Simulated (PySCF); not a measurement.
Isomers of C5H6N4.

All values: PBE0/pcSseg-1 (PySCF) at GFN2-xTB geometries, gas phase, one conformer each.

Question: Rank by LUMO energy, highest first.
A. `Cc1c(C#N)nnn1C`
B. `Cc1nnc(C#N)n1C`
C. `CC1=NN(C)N=C1C#N`

Answer: A (-0.82 eV), C (-1.11 eV), B (-1.43 eV).

Question: Rank by HOMO–LUMO gap, lowest first.
A. `Cc1nnc(C#N)n1C`
B. `CC1=NN(C)N=C1C#N`
C. `CC1=C(C#N)N=NN1C`

Answer: A (6.34 eV), B (6.73 eV), C (6.98 eV).

All values together:

```
        SMILES  μ (D)  HOMO (eV)  LUMO (eV)  lowest IAO charge (e)  highest IAO charge (e)  lowest Hirshfeld charge (e)  highest Hirshfeld charge (e)
Cc1c(C#N)nnn1C   7.58      -7.81      -0.82             -0.440 (C)              +0.190 (H)                   -0.212 (N)                    +0.074 (C)
CCn1ncc(C#N)n1   4.96      -8.14      -1.21             -0.427 (C)              +0.188 (H)                   -0.204 (N)                    +0.117 (N)
Cc1nn(C)nc1C#N   4.71      -7.84      -1.11             -0.440 (C)              +0.184 (H)                   -0.209 (N)                    +0.109 (N)
Cc1nnc(C#N)n1C   6.94      -7.77      -1.43             -0.447 (C)              +0.195 (C)                   -0.194 (N)                    +0.103 (C)
```

Conformers: `[CH3:1][CH2:2][n:3]1[n:4][cH:5][c:6]([C:7]#[N:8])[n:9]1` with C1–C2–N3–N4 -88°.
